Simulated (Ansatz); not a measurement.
C₁₀H₂₂N₂Sn⁺, that is Sn(vinyl)2(NHiPr)2 with one electron fewer. Charge 1, multiplicity 2. Geometry r2SCAN-D4/def2-SVP, that of the neutral singlet; atoms count from 1.

Cartesian coordinates in Å:
```
Sn 0.183 0.056 -0.258
C -1.009 -1.534 0.587
C -0.872 -2.806 0.186
H -1.775 -1.290 1.337
H -0.123 -3.104 -0.559
H -1.495 -3.617 0.588
C 1.344 -0.718 -1.883
C 2.645 -0.408 -1.965
H 0.887 -1.356 -2.651
H 3.123 0.233 -1.214
H 3.281 -0.774 -2.784
N 1.542 0.966 0.990
C 2.013 0.369 2.236
C 2.569 -1.026 1.966
C 0.956 0.337 3.346
H 1.306 1.951 1.116
H 2.856 0.997 2.596
H 1.770 -1.702 1.614
H 2.993 -1.469 2.880
H 3.352 -0.992 1.194
H 0.117 -0.319 3.054
H 1.368 -0.040 4.297
H 0.550 1.346 3.529
N -0.896 1.720 -0.822
C -2.069 1.635 -1.687
C -3.343 1.205 -0.951
C -1.784 0.711 -2.865
H -1.095 2.309 -0.011
H -2.249 2.650 -2.102
H -3.233 0.177 -0.562
H -4.225 1.228 -1.613
H -3.547 1.870 -0.096
H -1.673 -0.335 -2.522
H -2.611 0.726 -3.592
H -0.856 1.005 -3.380
```

In the def2 sets Sn takes a core potential; there is no spin–orbit coupling.

**Question.** Estimate the Mulliken populations of the heavy atoms from the PBE0/def2-SVP orbitals of Ansatz.

**Answer.** 
```json
{"atom": "Sn1", "charge (e)": "0.87", "spin (α − β)": "-0.06"}
{"atom": "C2", "charge (e)": "-0.30", "spin (α − β)": "0.18"}
{"atom": "C3", "charge (e)": "-0.04", "spin (α − β)": "-0.04"}
{"atom": "C7", "charge (e)": "-0.29", "spin (α − β)": "0.04"}
{"atom": "C8", "charge (e)": "-0.05", "spin (α − β)": "-0.01"}
{"atom": "N12", "charge (e)": "-0.39", "spin (α − β)": "0.36"}
{"atom": "C13", "charge (e)": "-0.09", "spin (α − β)": "-0.02"}
{"atom": "C14", "charge (e)": "-0.07", "spin (α − β)": "0.00"}
{"atom": "C15", "charge (e)": "-0.05", "spin (α − β)": "0.04"}
{"atom": "N24", "charge (e)": "-0.36", "spin (α − β)": "0.42"}
{"atom": "C25", "charge (e)": "-0.10", "spin (α − β)": "-0.01"}
{"atom": "C26", "charge (e)": "-0.06", "spin (α − β)": "0.04"}
{"atom": "C27", "charge (e)": "-0.09", "spin (α − β)": "0.00"}
```
Mulliken values depend strongly on the basis.

**Question.** Where does the spin sit?

**Answer.** Summed by element: Sn -0.06, C 0.22, H 0.06, N 0.77, of 1 unpaired in all. Largest on single atoms: N24 0.42, N12 0.36, C2 0.18.

**Question.** And the Mayer bond orders between heavy atoms (over 0.3)?

**Answer.** Sn1–C2 0.85 (2.16 Å); Sn1–C7 0.95 (2.14 Å); Sn1–N12 0.85 (2.06 Å); Sn1–N24 0.85 (2.06 Å); C2–C3 1.98 (1.34 Å); C7–C8 1.98 (1.34 Å); N12–C13 0.97 (1.46 Å); C13–C14 1.06 (1.53 Å); C13–C15 1.03 (1.53 Å); N24–C25 0.97 (1.46 Å); C25–C26 1.03 (1.53 Å); C25–C27 1.07 (1.52 Å).
